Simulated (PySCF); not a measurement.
wavenumber (cm⁻¹), absorption (km/mol per cm⁻¹) and a bar:
```
        0      0.004 
       12      0.004 
       24      0.005 
       36      0.006 
       48      0.007 
       59      0.009 
       71      0.011 
       83      0.018 
       95      0.035 
      107      0.105 
      119      0.121 
      131      0.043 
      143      0.027 
      154      0.028 
      166      0.040 
      178      0.085 
      190      0.273 #
      202      0.238 #
      214      0.075 
      226      0.036 
      238      0.023 
      249      0.017 
      261      0.015 
      273      0.013 
      285      0.013 
      297      0.013 
      309      0.013 
      321      0.013 
      333      0.014 
      344      0.015 
      356      0.016 
      368      0.018 
      380      0.020 
      392      0.022 
      404      0.025 
      416      0.028 
      428      0.032 
      439      0.037 
      451      0.043 
      463      0.051 
      475      0.062 
      487      0.077 
      499      0.099 
      511      0.130 
      523      0.179 #
      534      0.261 #
      546      0.416 #
      558      0.757 ###
      570      1.733 ######
      582      5.694 ####################
      594      8.556 ##############################
      606      2.495 #########
      618      0.974 ###
      629      0.501 ##
      641      0.302 #
      653      0.202 #
      665      0.144 
      677      0.108 
      689      0.084 
      701      0.067
```

This is the computed harmonic infrared spectrum of singlet SiBr₃⁺, Lorentzian lines of 18 cm⁻¹ full width. These are results of PySCF, B3LYP, basis Si def2-SVP, Br def2-SVP (no relativity, density fitting), not measurements.

Task: Which bands make it up, and how are they assigned?

Result: In D3h symmetry, counting bands above 1 % of the strongest: 114 cm⁻¹ (e', 4.3 km/mol); 195 cm⁻¹ (a2'', 10 km/mol); 590 cm⁻¹ (e', 287 km/mol).

Only a few start shapes were tried, so a lower isomer may exist.
